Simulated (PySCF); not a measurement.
**Löwdin shares of the frontier orbitals**

Species: C2H6OSi.
Structure used (PBE0-D3(BJ)/def2-SVP), in Å, numbered top down from 1:
```
atom  x, y, z in Å
C1    -1.544   -0.277    0.264
C2    -0.864    0.865    0.138
O3     0.438    0.999   -0.180
Si4    1.540   -0.243   -0.453
H5    -2.601   -0.248    0.529
H6    -1.085   -1.258    0.112
H7    -1.343    1.838    0.293
H8     2.836    0.436   -0.714
H9     1.637   -1.122    0.749
H10    1.128   -1.057   -1.634
```

The calculation used PySCF, TDDFT wB97X-D/def2-SVPD, vertical, gas phase, core orbitals frozen in the response.

Kohn–Sham orbitals with the atoms that hold most of them (Löwdin shares over 4%, at most four atoms; ? is withheld):

```csv
orbital,ε (eV),atoms
LUMO+2,2.30,"C2 34%, C1 31%, O3 10%, H6 6%"
LUMO+1,2.17,"Si4 53%, H8 10%, H9 9%, H10 9%"
LUMO,1.90,"Si4 39%, O3 13%, H9 12%, H10 12%"
HOMO,-8.89,?
HOMO-1,-11.19,?
HOMO-2,-11.59,"Si4 34%, H9 22%, H10 21%, O3 11%"
HOMO-3,-12.32,"Si4 28%, H8 24%, O3 16%, C2 12%"
```

Which atoms hold the HOMO, and with what shares?

C1 (bonded to C and 2 H) 38%; C2 (bonded to C, O and H) 26%; O3 (bonded to C and Si) 23%. By element: carbon 64%, oxygen 23%.

Which atoms hold the HOMO-1, and with what shares?

O3 (bonded to C and Si) 38%; Si4 (bonded to O and 3 H) 19%; H8 (bonded to Si) 10%; C2 (bonded to C, O and H) 8%.

The HOMO–LUMO gap is 10.79 eV. Where does the response calculation put the lowest singlet, and from which orbitals?

S1 is at 6.50 eV (f = 0.010), 4.29 eV below the gap, made of HOMO→LUMO (86%). 

Next come S2 at 7.03 eV (f 0.270), HOMO→LUMO+2 (94%); S3 at 7.21 eV (f 0.033), HOMO→LUMO+1 (44%), HOMO→LUMO+3 (38%); S4 at 7.49 eV (f 0.014), HOMO→LUMO+3 (46%), HOMO→LUMO+4 (30%), HOMO→LUMO+1 (13%); S5 at 7.65 eV (f 0.0038), HOMO→LUMO+4 (58%), HOMO→LUMO+1 (22%).

Orbitals of the list HOMO-3 to LUMO+2 that lie within 0.01 eV of each other are written together with a slash and their weights summed (≥ marks a lower bound); for degenerate orbitals outside that list single weights are arbitrary.

Löwdin shares depend on the basis, the more so with diffuse functions.

One conformer stands for the species.
